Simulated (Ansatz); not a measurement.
Z-matrix (Å, degrees):
```
C
C 1 1.513
F 1 1.372 2 109.5
H 1 1.092 2 109.3 3 -119.7
H 1 1.093 2 108.8 3 119.5
F 2 1.358 1 107.0 3 179.1
F 2 1.358 1 110.0 3 -64.5
C 2 1.513 1 115.2 3 56.5
F 8 1.372 2 109.5 1 56.5
H 8 1.092 2 109.3 1 -63.2
H 8 1.093 2 108.8 1 176.0
```

The species carries charge 0 and has multiplicity 1.

List the CAM-B3LYP/def2-TZVPP orbital energies in eV (the Gaussian-basis code of Ansatz). (Estimate.)

Computed: Occupied: -674.46, -674.46, -673.95, -673.95, -283.91, -281.60, -281.60, -37.15, -35.60, -35.58, -35.36, -24.30, -22.41, -19.72, -17.95, -17.67, -17.44, -16.21, -16.13, -15.84, -15.42, -14.41, -14.15, -13.97, -13.52, -12.60, -12.12, -11.99, -11.15. Lowest empty: 2.19, 2.53, 2.89, 3.10, 3.49, 3.78, 4.79, 5.74.
